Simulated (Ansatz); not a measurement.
`C[OH+][InH3-]`, charge 0, multiplicity 1.

(1) Give a relaxed structure at PBE0-D4/def2-TZVP (Ansatz). (An estimate is asked.)

## Answers

(1) The calculation gave: 
```xyz
10

C    -0.464    1.034    0.981
O     0.657    0.361    0.412
In    0.230   -1.425   -1.128
H    -1.066    1.524    0.211
H    -1.067    0.273    1.473
H    -0.135    1.764    1.724
H     1.248    1.002    0.007
H    -1.085   -0.593   -1.903
H    -0.130   -2.637    0.049
H     1.812   -1.304   -1.827
```
This is one stationary point; other conformers may exist.
